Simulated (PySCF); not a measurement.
PySCF 2.14 output of an unrestricted LC-wPBE calculation on a single atom or ion in ANO-RCC-VTZP, with scalar relativity by spin-free X2C-1e:

```
SCF conv_tol = 1e-09
number electrons alpha = 39  beta = 37
    O. A. Vydrov and G. E. Scuseria.,  J. Chem. Phys. 125, 234109 (2006)
cycle= 1 E= -17828.3632845885  delta_E= -0.0158  |g|= 0.266  |ddm|= 0.107
cycle= 2 E= -17828.3627548283  delta_E= 0.00053  |g|= 0.256  |ddm|= 0.0765
cycle= 3 E= -17828.3689621804  delta_E= -0.00621  |g|= 0.0148  |ddm|= 0.0487
cycle= 4 E= -17828.3690016713  delta_E= -3.95e-05  |g|= 0.000752  |ddm|= 0.00538
cycle= 5 E= -17828.3690021937  delta_E= -5.22e-07  |g|= 0.000179  |ddm|= 0.000999
cycle= 6 E= -17828.3690022407  delta_E= -4.69e-08  |g|= 1.59e-05  |ddm|= 0.000404
cycle= 7 E= -17828.3690022408  delta_E= -1.27e-10  |g|= 7.75e-07  |ddm|= 1.99e-05
converged SCF energy = -17828.3690022408  <S^2> = 2.0014718  2S+1 = 3.000981
```

The run itself started from symmetry-adapted Hartree-Fock orbitals and held the occupation by maximum overlap, on a logarithmic radial grid, so the iterations belong to that start.

Problem. Which element, charge and spin multiplicity is this?

Solution. Ir+ (iridium, charge +1), multiplicity 3; the state was [Xe] 4f14 5d8, high-spin 3F determinant (an excited configuration).

Spin-orbit coupling, absent here, splits the open shell strongly.
